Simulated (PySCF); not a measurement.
One of the candidates below gave these computed data.

All candidates are CH10SSi3.

* Triplet: lowest triplet excitation (Tamm–Dancoff): 4.73 eV [TDA wB97X-D/def2-SVPD]
* UV, first state: lowest singlet excitation: 5.06 eV (245 nm, f = 0.030) [TDDFT wB97X-D/def2-SVPD]
* UV, strongest line: among the 8 lowest singlet transitions: S7 at 6.96 eV (178 nm, f = 0.221) [TDDFT wB97X-D/def2-SVPD]
* Polarisability: 122.0 au [wB97X-D/def2-SVPD]
* NMR, other nuclei: isotropic shieldings of nuclei other than C and H, by class: 396 (1 Si), 466 (1 Si), 487 (1 Si), 719 (1 S) ppm [GIAO PBE0/pcSseg-1]
* 13C NMR: chemical shifts (computed TMS as zero) by class: 15.6 (1 C) ppm [GIAO PBE0/pcSseg-1]
* 1H NMR: chemical shifts (computed TMS as zero) by class: 4.78 (2 H), 3.56 (3 H), 3.38 (2 H), 2.03 (3 H) ppm [GIAO PBE0/pcSseg-1]
* Rotational structure: rotational constants A, B, C: 3.733, 0.751, 0.733 GHz [GFN2-xTB]
* Dipole: 1.61 D [wB97X-D/def2-SVPD]

Gas-phase values; electronic properties from PySCF, density fitting. Levels stand in brackets. One conformer (not necessarily the lowest) at the GFN2-xTB geometry, without solvent, vibrations or thermal averaging. GFN2-xTB frequencies show an imaginary mode (35i cm⁻¹), so this geometry is no minimum at that level. NMR classes are plain means over equivalent atoms (diastereotopic ones count apart unless rotation or inversion swaps them), as if these changed places fast.

Task: Which candidate is it?
A. `C[SiH2]S[SiH2][SiH3]`
B. `[SiH3]C[SiH2]S[SiH3]`
C. `CS[SiH2][SiH2][SiH3]`

Result: C. It is `CS[SiH2][SiH2][SiH3]`. Numbering: `[CH3:1][S:2][SiH2:3][SiH2:4][SiH3:5]`. Its formula, CH10SSi3, gives 0 degrees of unsaturation, so no ring and no π bond. The one carbon: S-methyl carbon [C1] (15.6 ppm). Hydrogen classes from least to most shielded: 2 H on an SiH2 silicon, Si3 (4.78 ppm), 3 H on an SiH3 silicon, Si5 (3.56 ppm), 2 H on an SiH2 silicon, Si4 (3.38 ppm), 3 H on an S-methyl carbon, C1 (2.03 ppm). The other shieldings belong to: 396 ppm, SiH2 silicon [Si3]; 466 ppm, SiH3 silicon [Si5]; 487 ppm, SiH2 silicon [Si4]; 719 ppm, sulfur bonded to C and Si [S2]. The optimised geometry has point group C1 and is an asymmetric top.

The others, at the same levels:
- `[SiH3]C[SiH2]S[SiH3]` fails: its computed 13C shifts are -9.6 (1 C) ppm, 1H shifts are 4.96 (2 H), 4.62 (3 H), 4.11 (3 H), 0.11 (2 H) ppm and rotational constant A is 4.458 GHz (against 3.733 GHz).
- `C[SiH2]S[SiH2][SiH3]` fails: its computed 13C shifts are -3.6 (1 C) ppm, 1H shifts are 4.93 (2 H), 4.87 (2 H), 3.49 (3 H), 0.50 (3 H) ppm and rotational constant A is 3.472 GHz (against 3.733 GHz).

Each candidate is one conformer, not necessarily the lowest. Dipoles, sizes and rotational constants follow the conformer. The torsions of the flexible species, by atom-mapped SMILES:
- `[CH3:1][S:2][SiH2:3][SiH2:4][SiH3:5]`: C1–S2–Si3–Si4 -67°, S2–Si3–Si4–Si5 -104°
- `[SiH3:1][CH2:2][SiH2:3][S:4][SiH3:5]`: Si1–C2–Si3–S4 64°, C2–Si3–S4–Si5 -178°
- `[CH3:1][SiH2:2][S:3][SiH2:4][SiH3:5]`: C1–Si2–S3–Si4 180°, Si2–S3–Si4–Si5 71°
